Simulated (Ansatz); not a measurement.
This geometry of H₆SiSn (8 atoms, charge 0, multiplicity 1) is a first-order saddle point.

Computed with RKS B3LYP-D4/def2-SVPD in Ansatz 0.2.0.

```xyz
8
Properties=species:S:1:pos:R:3
Sn -1.317 0.275 0.737
Si 0.758 -0.746 -0.524
H 0.286 1.001 -0.004
H -2.207 1.439 -0.184
H -0.902 1.056 2.225
H 0.468 -2.207 -0.682
H 1.972 -0.622 0.324
H 0.941 -0.195 -1.893
```

Which two structures does it join? (They come from a converged band through this point; their orientation in space is the band's.)

Bonds broken: Sn1–Si2. Bonds formed: Si2–H3. H6SiSn becomes H2Sn + H4Si.

Initial state:

```xyz
8
Properties=species:S:1:pos:R:3
Sn -0.804 0.843 0.471
Si 0.851 -0.892 -0.499
H -0.188 2.439 0.298
H -2.317 0.764 -0.341
H -1.079 0.556 2.144
H 0.301 -2.269 -0.341
H 2.157 -0.812 0.216
H 1.079 -0.629 -1.948
```

Final state:

```xyz
8
Properties=species:S:1:pos:R:3
Sn -1.594 1.110 1.214
Si 0.757 -0.847 -0.351
H -0.519 -0.686 0.465
H -2.026 1.344 -0.506
H 0.000 1.882 0.925
H 0.733 -2.274 -0.771
H 1.906 -0.583 0.549
H 0.743 0.055 -1.524
```

How far does it lie above each of them?

1.47 eV above the first and 0.88 eV above the second. This is the barrier of this one path; another mechanism may lie lower. The orbitals stay closed-shell, which can raise the energy where a bond breaks towards radicals; this wasn't checked here.

The run took 4 min on 2 threads of Arm Neoverse V2 (shared host), peak memory 0.24 GiB.
